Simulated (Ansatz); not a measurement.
BF, charge +1, doublet, at a GFN2-xTB geometry (a state made from the parent by changing its charge; the spin is typed, not shown lowest); REVPBE/6-31G* (Ansatz, a first-principles code).

Here is a job for Ansatz.
Ansatz 0.2 input:
```yaml
crystal:
  periodic: [false, false, false]
  atoms:
    - {symbol: B, position_ang: [-0.00000000, -0.00000000, -0.77001619]}
    - {symbol: F, position_ang: [0.00000000, 0.00000000, 0.42778677]}
basis:
  gaussian:
    orbitals: 6-31G*
hamiltonian:
  xc: revpbe
total_charge: 1
magnetization: {spin_polarized: true, initial_magnetization: 1}
```

Predict the main parts of the log of this Ansatz run.


```
Functional definition: revPBE
265 factors; their error is unknown
mean field evaluation 1: about -3366.2662 eV, gradient 6.7e1 eV
mean field evaluation 2: about -3203.5302 eV, gradient 1.9e2 eV
mean field evaluation 4: about -3380.2446 eV, gradient 2.7e0 eV
mean field evaluation 8: about -3380.2584 eV, gradient 8.3e-3 eV
mean field -3380.25838686 eV, -124.2222044955 hartree, gradient 1.6e-5 eV, S^2 0.753860; 0 other end points of the search recorded, 0 dependent functions left out
reference -3380.25840667 eV, -124.2222052235 hartree; 7, 6 occupied and 23, 24 virtual orbitals, 265 factors
Total energy: -3380.25840667 eV, -124.2222052235 hartree
```
